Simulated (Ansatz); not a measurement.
(TlH)n off: PBE0-D4/def2-TZVP single points in Ansatz on relaxed structures, gas phase. Each cluster is the lowest isomer that a short search found in that spin, judged at the geometry's level, and lower ones may exist. Core potentials for Tl, no spin–orbit coupling. HOMO and LUMO are taken over both spins. Binding counts from free atoms in the multiplicity of their measured ground term, without zero-point energy. The structures are stationary points that may keep the symmetry of their start.

Estimate the order by HOMO (eV), lowest first.
A. TlH2 (doublet)
B. Tl4H5 (doublet)

A (-5.41), B (-4.98).

In full:

```tsv
species	atoms	state	geometry	HOMO (eV)	LUMO (eV)	gap (eV)	binding per atom (eV)	lowest of the spins relaxed	point group (within 0.1 Å)
TlH2	3	doublet	r2SCAN-D4/def2-TZVP	-5.41	-2.72	2.69	1.20	doublet, of doublet/quartet	C2v
Tl3H4	7	doublet	PBE-D4/def2-SVP	-5.37	-3.56	1.81	1.57	–	C2v
Tl4H5	9	doublet	PBE-D4/def2-SVP	-4.98	-3.11	1.87	1.64	–	Cs
```

The gap (eV) runs from 1.81 (Tl3H4) to 2.69 (TlH2). The binding per atom (eV) runs from 1.20 (TlH2) to 1.64 (Tl4H5).
